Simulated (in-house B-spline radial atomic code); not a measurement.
Configurations of Co II (Co+), with energies counted from [Ar] 3d8. All numbers are computed (non-relativistic PBE, spin-polarised, spherical fractional occupations; point nucleus) with a radial B-spline atomic code at the basis-set limit, not measured. Shells without spins written out take the highest spin.

Occupations are held fixed; configurations that lie above the ionisation limit could autoionise.

```json
{"configuration": "[Ar] 3d(5 up, 2 down) 4p(1 up, 0 down)", "E - E(ref) (eV)": "6.325", "highest orbital": "4p up", "its <r> (bohr)": "3.238"}
{"configuration": "[Ar] 3d7 4d1", "E - E(ref) (eV)": "12", "highest orbital": "4d up", "its <r> (bohr)": "5.422"}
{"configuration": "[Ne] 3s2 3p5 3d8 4s1", "E - E(ref) (eV)": "57.602", "highest orbital": "4s up", "its <r> (bohr)": "2.599"}
{"configuration": "[Ne] 3s2 3p5 3d8 4p1", "E - E(ref) (eV)": "62.977", "highest orbital": "4p up", "its <r> (bohr)": "3.223"}
{"configuration": "[Ne] 3s2 3p5 3d8 4d1", "E - E(ref) (eV)": "68.676", "highest orbital": "4d up", "its <r> (bohr)": "5.396"}
{"configuration": "[Ne] 3s2 3p(3 up, 2 down) 3d(4 up, 4 down) 4d(1 up, 0 down)", "E - E(ref) (eV)": "70.856", "highest orbital": "4d up", "its <r> (bohr)": "5.43"}
```

(1) Order these further configurations by energy, lowest first.
A. [Ne] 3s2 3p5 3d9
B. [Ne] 3s2 3p(3 up, 2 down) 3d(4 up, 4 down) 4s(0 up, 1 down)
C. [Ar] 3d(5 up, 2 down) 4d(0 up, 1 down)
D. [Ne] 3s2 3p5 3d8 4f1
E. [Ar] 3d(4 up, 4 down)

(2) How far above the reference does [Ar] 3d7 4s1 lie?

(3) How far above the reference does [Ar] 3d7 4f1 lie?

## Answers

(1) E (0.89636 eV), C (12.118 eV), A (55.857 eV), B (60.006 eV), D (71.203 eV).

(2) 0.98746 eV; its least bound orbital is 4s up with <r> = 2.611 bohr.

(3) 14.509 eV; its least bound orbital is 4f up with <r> = 8.606 bohr.
